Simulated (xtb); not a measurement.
Mo(O)2(Me)(SH) (CH4MoO2S), SMILES [CH3][Mo](=[O])(=[O])[SH], multiplicity 1. All values are semi-empirical tight-binding results from xtb (GFN2-xTB unless named), good for trends rather than for accurate numbers. The structure is a stationary point at GFN2-xTB. The spin state was assumed, not searched. The structure was generated by enumeration; whether it is a known compound was not checked. One conformer was computed; it need not be the lowest.

Optimised geometry:

Bonds (Å): Mo1–O2 1.631, Mo1–O3 1.631, Mo1–C4 2.135, Mo1–S8 2.306, C4–H5 1.099, C4–H6 1.100, C4–H7 1.096, S8–H9 1.341. Bond angles (°): O2–Mo1–O3 128.3, O2–Mo1–C4 100.7, O2–Mo1–S8 109.8, O3–Mo1–C4 100.1, O3–Mo1–S8 111.1, C4–Mo1–S8 102.2, Mo1–C4–H5 111.7, Mo1–C4–H6 110.0, Mo1–C4–H7 113.5, H5–C4–H6 108.0, H5–C4–H7 106.7, H6–C4–H7 106.6, Mo1–S8–H9 96.6.
Charge 0, spin multiplicity 1.

For metal compounds this method's bond lengths and energies can be far off.

Estimate the properties. (An estimate is asked for; the answer gives what the named calculation found.)


| Property | Result |
|---|---|
| orbital gap | 2.91 eV |
| zero-point energy | 30.0 kcal/mol |
| G − E(el) at 298.15 K (modified RRHO) | 9.1 kcal/mol |

Computed atomic charges and the Wiberg bond orders between heavy atoms:
charges (e) Mo1 0.91, O2 -0.51, O3 -0.50, C4 -0.21, H5 0.09, H6 0.09, H7 0.10, S8 -0.19, H9 0.21. Bond orders Mo1–O2 2.10, Mo1–O3 2.10, Mo1–C4 1.09, Mo1–S8 1.41.
